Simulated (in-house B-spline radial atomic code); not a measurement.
A fraction x of an electron is removed from 3d in Co4+, starting from [Ar] 3d5 and keeping the highest spin. Computed with a B-spline radial code for spherical atoms: scalar-relativistic (X2C) LDA VWN5, spin-polarised, spherical fractional occupations, Fermi nucleus of rms radius 3.7875 fm.

| x | E(x) - E(0) (eV) | 3d up level (eV) |
| --- | --- | --- |
| 0 | 0.0000 | -68.481 |
| 0.02 | 1.3740 | -68.921 |
| 0.21 | 14.8690 | -73.144 |
| 0.28 | 20.0441 | -74.719 |
| 0.38 | 27.6292 | -76.987 |
| 0.5 | 37.0323 | -79.736 |
| 0.56 | 41.8579 | -81.121 |
| 0.67 | 50.9218 | -83.680 |
| 0.86 | 67.2452 | -88.158 |
| 0.98 | 77.9958 | -91.023 |
| 1 | 79.8210 | -91.503 |

The exact functional would give a straight line between the two integer points. Deviations E(x) - E(0) - x[E(1) - E(0)], in eV: -0.222 at x = 0.02, -1.893 at x = 0.21, -2.306 at x = 0.28, -2.703 at x = 0.38, -2.878 at x = 0.5, -2.842 at x = 0.56, -2.558 at x = 0.67, -1.401 at x = 0.86, -0.229 at x = 0.98.

The curve lies below the straight line by up to 2.878 eV (at x = 0.5): convex, the delocalisation error that favours fractional charges.

(1) How well does Slater's transition state (minus the level at half occupation) give the ionisation energy?

Results:

(1) It gives 79.736 eV against 79.821 eV from the two total energies; NIST lists 79.50 eV, ground level to ground level.
